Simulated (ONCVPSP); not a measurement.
# Configuration tests for zirconium (Zr) (ONCV)

zirconium (Zr), optimised norm-conserving Vanderbilt (ONCV), made with ONCVPSP 4.0.1 (PBE, fully relativistic). Core [Ar] 3d10, reference 4s2 4p6 4d2 5s1 (charge +1). Waves: 4s+5s: rc 2.05 bohr, ncon 3, nbas 6, qcut 7.1 1/bohr, 2 projectors; 4p: rc 2.00 bohr, ncon 5, nbas 9, qcut 7 1/bohr, 2 projectors, debl 3.8 Ha; 4d: rc 1.70 bohr, ncon 3, nbas 7, qcut 5 1/bohr, 2 projectors, debl 2.5 Ha. Local part: polynomial inside 1.70 bohr (lpopt 5, dvloc0 0 Ha). Core correction: Teter function, fcfact 5.5, rcfact 1.05.

Open shells are filled in proportion to 2j + 1.

Energies are relative to the spin-unpolarised reference configuration 4s2 4p6 4d2 5s1; without spin polarisation the order of configurations can differ from experiment.

Problem. Give the all-electron excitation energy and the error of the potential for: 4s2 4p6 4d2 5s2; 4s2 4p6 4d2 5s0; 4s2 4p6 4d1 5s0; 4s2 4p6 4d1 5s2.

Solution.

| valence configuration | charge | ΔE all-electron (eV) | error AE − PS (meV) |
| --- | --- | --- | --- |
| 4s2 4p6 4d2 5s2 | 0 | -7.138 | -0.8 |
| 4s2 4p6 4d2 5s0 | +2 | 12.940 | -1.5 |
| 4s2 4p6 4d1 5s0 | +3 | 35.563 | +2.3 |
| 4s2 4p6 4d1 5s2 | +1 | 0.525 | -5.9 |
